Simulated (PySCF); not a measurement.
Species: C5H8BNO3.
SMILES: `CN(C)C(=O)C#CB(O)O`

Torsions of this conformer, `[CH3:1][N:2]([CH3:3])[C:4](=[O:5])[C:6]#[C:7][B:8]([OH:9])[OH:10]`: C1–N2–C4–O5 0°, H–O9–B8–C7 -179°, H–O10–B8–C7 1°.

The closed-shell ground state was solved at several levels (PySCF, density fitting, gas phase, non-relativistic). Geometry: PBE0-D3(BJ)/def2-SVP, one conformer, isolated molecule.

```json
{"level": "wB97X-D/pcSseg-1", "basis functions": "210", "HOMO (eV)": "-9.07", "LUMO (eV)": "0.30", "gap (eV)": "9.37", "dipole (D)": "2.63"}
{"level": "PBE0/pcSseg-1", "basis functions": "210", "HOMO (eV)": "-7.22", "LUMO (eV)": "-1.44", "gap (eV)": "5.78", "dipole (D)": "2.59"}
```

What might wB97X-D/def2-SVPD (273 basis functions) give for the same quantities?

HOMO -9.16 eV, LUMO 0.19 eV, gap 9.35 eV, dipole 2.68 D.

Over all these levels, which gives the widest orbital gap and which the narrowest?

wB97X-D/pcSseg-1 (range-separated hybrid) has the widest, 9.37 eV, and PBE0/pcSseg-1 (global hybrid, 25 % exact exchange) the narrowest, 5.78 eV. The two share the basis. From the narrowest to the widest the HOMO moves by -1.85 eV and the LUMO by +1.74 eV.

How far do the dipole and the HOMO energy spread over the levels?

The dipole runs from 2.59 to 2.68 D (mean 2.63 D) and the HOMO from -9.16 to -7.22 eV.
